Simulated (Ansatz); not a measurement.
## Molecular dynamics of H₂

The input (input.yaml):

```yaml
crystal:
  periodic: [false, false, false]
  atoms:
    - { symbol: H, position_ang: [0.325564, -0.101122, 0.168733] }
    - { symbol: H, position_ang: [-0.325564, 0.101122, -0.168733] }
magnetization:
  spin_polarized: true
basis:
  gaussian: { orbitals: def2-SVP }
hamiltonian:
  xc: pbe0
  dispersion: d4
md:
  timestep: 1.0
  n_steps: 266
  ensemble: nve_milne
  temperature: 700.0
  initial_velocities: maxwell_boltzmann
  seed: 444037
```

Command:

```bash
$ ansatz run input.yaml --threads 1 --pin off --max-ram 2048MiB --backend cpu --events-out ev --progress --plain --runs-dir out
```

It starts from a relaxed structure.

Output, in part (step lines, the closing report, with atoms numbered from 0):

```
md step     0: t =     0.00 fs  T =   700.0 K  F+E_penalty+E_count = -31.66911338 eV  E_kin = 0.030161 eV  conserved = -31.63895271 eV  (17 SCF iters)
[... lines left out ...]
Total energy: -31.64703299 eV, -1.1630070111 hartree
Atom 0 at     0.341203    -0.105980     0.176838 Å, force    -0.996274     0.309448    -0.516348 eV/Å
Atom 1 at    -0.341203     0.105980    -0.176838 Å, force     0.996274    -0.309448     0.516348 eV/Å
Dipole moment:    -0.000000     0.000000    -0.000000 e Å
```

The steps, from the saved trajectory:

```tsv
time (fs)	T (K)	potential energy less start (eV)	conserved less start (meV/atom)
0.0	700	0.000	0.00
8.0	554	0.005	-0.57
16.0	415	0.013	0.30
24.0	244	0.021	0.83
32.0	81	0.027	0.38
40.0	1	0.030	-0.25
48.0	46	0.028	-0.15
56.0	184	0.023	0.31
64.0	349	0.016	0.24
72.0	502	0.008	-0.34
80.0	630	0.002	-0.52
88.0	707	0.000	0.14
96.0	691	0.002	0.93
104.0	569	0.008	0.94
112.0	383	0.014	0.38
120.0	202	0.022	0.18
128.0	74	0.028	0.58
136.0	8	0.032	1.03
144.0	10	0.032	0.97
152.0	95	0.027	0.62
160.0	262	0.020	0.64
168.0	471	0.012	1.17
176.0	640	0.006	1.47
184.0	712	0.001	0.84
192.0	686	0.000	-0.27
200.0	599	0.003	-0.71
208.0	475	0.010	-0.06
216.0	314	0.018	0.74
224.0	139	0.025	0.64
232.0	18	0.029	-0.07
240.0	15	0.029	-0.29
248.0	123	0.025	0.15
256.0	284	0.019	0.35
264.0	445	0.011	-0.11
```

All steps were run. The conserved energy stayed within 1.8 meV per atom of its start (net change 0.64 meV per atom), so the integration is sound. The temperature averaged 0.52 of the 700 K drawn at the start: a run that starts near a minimum puts about half its kinetic energy into the potential. A run of 0.27 ps of so small a system gives no equilibrium averages.

The same pairs are bonded in the first frame and the last. Pairs count as bonded within 1.25 times the sum of covalent radii (0.12 Å more for H–H).

Last frame:

```xyz
2
Properties=species:S:1:pos:R:3
H 0.341 -0.106 0.177
H -0.341 0.106 -0.177
```

The run took 100 s on 1 thread of AMD EPYC (Zen 3) (shared host), peak memory 0.078 GiB.
